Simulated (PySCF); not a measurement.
Species: SiH3(NHiPr), C₃H₁₁NSi.
Bonds: Si1–N5, N5–C6, C6–C7, C6–C8. Hydrogens: H2, H3, H4 on Si1; H9 on N5; H10 on C6; H11, H12, H13 on C7; H14, H15, H16 on C8.

A GFN2-xTB structure was refined with PySCF, PBE0-D3(BJ)/def2-SVP geometry optimisation, gas phase. Its GFN2-xTB values:

```tsv
coordinate	GFN2-xTB
Si1–H2	1.392 Å
Si1–H3	1.502 Å
Si1–N5	1.720 Å
N5–C6	1.409 Å
N5–H9	1.053 Å
C6–C7	1.568 Å
C6–H10	1.094 Å
C7–H11	1.058 Å
Si1–N5–C6	123.7°
N5–C6–C7	112.6°
N5–C6–C8	111.3°
C7–C6–C8	108.1°
Si1–N5–C6–C7	77°
```

Q: How do these coordinates change at the PBE0-D3(BJ)/def2-SVP level?

A: 
| coordinate | PBE0-D3(BJ)/def2-SVP (Å or °) | change |
| --- | --- | --- |
| Si1–H2 | 1.503 | +0.111 |
| N5–C6 | 1.455 | +0.046 |
| C7–H11 | 1.102 | +0.044 |
| C6–C7 | 1.527 | -0.041 |
| N5–H9 | 1.014 | -0.039 |
| Si1–N5 | 1.734 | +0.014 |
| C6–H10 | 1.107 | +0.013 |
| Si1–H3 | 1.495 | -0.007 |
| C7–C6–C8 | 111.4 | +3.3 |
| Si1–N5–C6 | 127.1 | +3.4 |
| N5–C6–C8 | 110.4 | -0.9 |
| N5–C6–C7 | 112.2 | -0.4 |
| Si1–N5–C6–C7 | 88 | +11 |

The energy falls by 61.9 kJ/mol over 9 energy and gradient evaluations, the largest force component goes from 0.0819 to 1.6e-04 Eh/bohr, and the atoms move by 0.100 Å rms after alignment. The bond that changes most is Si1–H2 (ends: silicon bonded to N and 3 H; hydrogen on silicon), which lengthens by 0.111 Å. Bonds longer at the end by more than 0.005 Å: 8 of 15; shorter: 5. Among the dihedrals that turn most is H4–Si1–N5–H9, from -32° to -19°. Rotational constants go from 5930, 2537, 2198 to 6151, 2400, 2072 MHz.

The run used 129 basis functions and 53 SCF cycles in all. On one thread, Arm Neoverse V1 (aarch64) (shared host), this took 54 s wall and 0.54 GiB of memory at its peak.

Not checked by PBE0-D3(BJ)/def2-SVP frequencies. One conformer, not necessarily the lowest.
